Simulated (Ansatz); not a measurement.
A relaxation, step by step

GaBH3F (SMILES [BH2][GaH][F]), closed shell, PBE-D4/def2-SVPD (Ansatz 0.2.0). Settings:

```yaml
hamiltonian: {xc: pbe, dispersion: d4}
relax: {f_tol: 0.002, max_steps: 30, max_displacement: 0.05}
```

Start (the SMILES describes the start alone):

```
atom    x (Å)    y (Å)    z (Å)
  B1  -0.7438   0.5244  -0.7361
 Ga2   0.7262  -0.1333   0.5554
  F3   1.1595  -1.6957   0.3728
  H4  -1.9967   0.2701  -0.6572
  H5  -0.4570   1.0181  -1.7962
  H6   1.3991   0.1075   2.1518
```

```
              step  energy less the last (meV)  largest force component (eV/Å)
                 1                       854.0                           5.668
                 2                       414.4                           3.188
                 3                       167.2                           1.299
                 4                        65.8                           0.376
                 5                        24.0                           0.188
                 6                         9.8                           0.227
                 7                         2.4                           0.042
8 (rejected trial)                         3.2                           0.182
                 9                         0.9                           0.036
                10                         0.1                           0.018
                11                         0.0                           0.011
                12                         0.0                           0.006
                13                         0.0                           0.002
                14                         0.0                           0.001
```

Step 6, positions (Å) and forces (eV/Å):

```csv
atom,x,y,z,Fx,Fy,Fz
B1,-0.733,0.488,-0.735,-0.027,0.046,0.003
Ga2,0.643,-0.138,0.700,-0.168,0.052,-0.054
F3,1.155,-1.805,0.239,0.074,-0.227,-0.092
H4,-1.919,0.262,-0.593,0.043,-0.005,0.020
H5,-0.397,1.036,-1.763,0.031,-0.002,0.028
H6,1.339,0.248,2.043,0.047,0.136,0.096
```

Step 10, positions (Å) and forces (eV/Å):

| atom | x | y | z | Fx | Fy | Fz |
| --- | --- | --- | --- | --- | --- | --- |
| B1 | -0.742 | 0.480 | -0.730 | 0.007 | 0.018 | 0.007 |
| Ga2 | 0.631 | -0.190 | 0.683 | -0.016 | -0.010 | -0.011 |
| F3 | 1.186 | -1.860 | 0.256 | 0.009 | -0.007 | 0.004 |
| H4 | -1.930 | 0.275 | -0.600 | -0.007 | -0.005 | -0.002 |
| H5 | -0.380 | 1.078 | -1.721 | -0.003 | -0.001 | -0.007 |
| H6 | 1.322 | 0.310 | 2.003 | 0.008 | 0.005 | 0.009 |

Step 13, positions (Å) and forces (eV/Å):

```tsv
atom	x	y	z	Fx	Fy	Fz
B1	-0.743	0.481	-0.731	0.001	0.000	0.001
Ga2	0.630	-0.196	0.680	-0.001	0.002	0.000
F3	1.193	-1.865	0.262	0.001	-0.002	0.000
H4	-1.931	0.278	-0.600	0.000	0.000	0.000
H5	-0.382	1.082	-1.721	0.000	0.000	0.000
H6	1.320	0.311	1.999	0.000	0.000	0.000
```

Last step (14):

```
6
angstrom
B -0.7428 0.4814 -0.7307
Ga 0.6296 -0.1960 0.6806
F 1.1934 -1.8652 0.2622
H -1.9314 0.2776 -0.6000
H -0.3819 1.0820 -1.7208
H 1.3204 0.3112 1.9994
```

The run took about 99 s on 2 CPU threads of an AMD EPYC (shared host).
